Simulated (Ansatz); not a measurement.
CdH4OSSi, SMILES `[SiH3][O][Cd][SH]` from Hartree–Fock to CCSD(T)

```
atom   x (Å)   y (Å)   z (Å)
 Si1  -0.824   0.876   1.360
  O2   0.182  -0.308   0.891
 Cd3   1.029  -0.889  -0.780
  S4   2.115  -1.639  -2.679
  H5  -0.892   1.985   0.359
  H6  -2.212   0.364   1.546
  H7  -0.367   1.457   2.653
  H8   0.969  -1.846  -3.351
```

Charge 0, multiplicity 1. Correlated methods include outer-core shells of Cd, which these sets cover unevenly. Cd takes the def2 core potential. The structure was optimised at the PBE0-D4/def2-TZVP level. It is one conformer, not always the lowest. Frozen core, restricted reference, the Gaussian-basis code of Ansatz.

```csv
basis,HF (Eh),MP2 corr.,CCSD corr.,(T),CCSD(T) total
def2-SVP,?,-0.78903,?,-0.02012,?
def2-TZVPP,-930.66161,-1.25449,-1.25779,?,?
def2-QZVPP,-930.69025,?,–,–,–
```

Problem. Fill in the withheld values. (Best estimate.)

Solution. Ansatz gave: def2-SVP HF (Eh): -930.27997; def2-SVP CCSD corr.: -0.81151; def2-SVP CCSD(T) total: -931.11160; def2-TZVPP (T): -0.04255; def2-TZVPP CCSD(T) total: -931.96195; def2-QZVPP MP2 corr.: -1.38363.
